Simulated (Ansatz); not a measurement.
C2H5BOSi, relaxed with RKS PBE0-D4/def2-TZVP in Ansatz 0.2.0 from a PBE-D4/def2-SVP geometry. The force threshold is 0.005 eV/Å; the program also tests the step.

Charge 0, multiplicity 1. The bonds changed during the relaxation, so this is another structure than the one it started from.

Start:

```xyz
10

O    -1.917   -2.066   -0.653
C    -1.446   -1.031   -0.413
B    -0.831    0.294   -0.163
C     0.237    0.517    1.049
Si    1.165    0.024   -0.493
H    -1.383    1.203   -0.759
H     0.298    1.565    1.388
H     0.251   -0.202    1.886
H     1.748   -1.353   -0.525
H     1.878    1.049   -1.317
```

| step | energy (eV) | largest force (eV/Å) | largest move (Å) |
| --- | --- | --- | --- |
| 1 | -12748.6238 | 2.165 | 0.000 |
| 2 | -12748.6819 | 0.216 | 0.055 |
| 3 | -12748.6867 | 0.075 | 0.022 |
| 4 | -12748.6871 | 0.017 | 0.011 |
| 5 (rejected) | -12748.6870 | 0.061 | 0.009 |
| 6 | -12748.6872 | 0.008 | 0.005 |
| 7 | -12748.6873 | 0.007 | 0.013 |
| 8 | -12748.6873 | 0.007 | 0.003 |
| 9 | -12748.6873 | 0.002 | 0.001 |

End:

```xyz
10

O    -1.817   -2.050   -0.651
C    -1.401   -1.013   -0.414
B    -0.840    0.321   -0.157
C     0.237    0.517    1.041
Si    1.127    0.014   -0.488
H    -1.389    1.205   -0.744
H     0.315    1.544    1.381
H     0.229   -0.192    1.864
H     1.685   -1.355   -0.529
H     1.854    1.009   -1.303
```

Run time 49 s (2 threads of an Arm Neoverse V2 on a shared host); peak host memory 0.45 GiB.
